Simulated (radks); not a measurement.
Question: The mean radii <r> (bohr) of the occupied orbitals of an atom or ion are listed with their occupations. Calculated with a radial shooting solver on a logarithmic mesh with Libxc functionals: non-relativistic Kohn-Sham, RPBE, spin-polarised, spherical densities, point nucleus.

orbital  occ.     <r>
1s up       1  0.1996
1s down     1  0.1990
2s up       1   1.020
2s down     1   1.045
2p up       2  0.9889

Name the element and its charge. Open shells, if any, are filled with parallel spins first.

Answer: Z = 8, oxygen, charge +2: O2+ in [He] 2s2 2p2. The 1s radius gives Z: for a bare nucleus <r> = 1.5/Z, 0.1875 bohr for Z = 8, and screening makes it slightly larger (0.1996 here). The occupations add up to 6, and the charge is Z minus that.
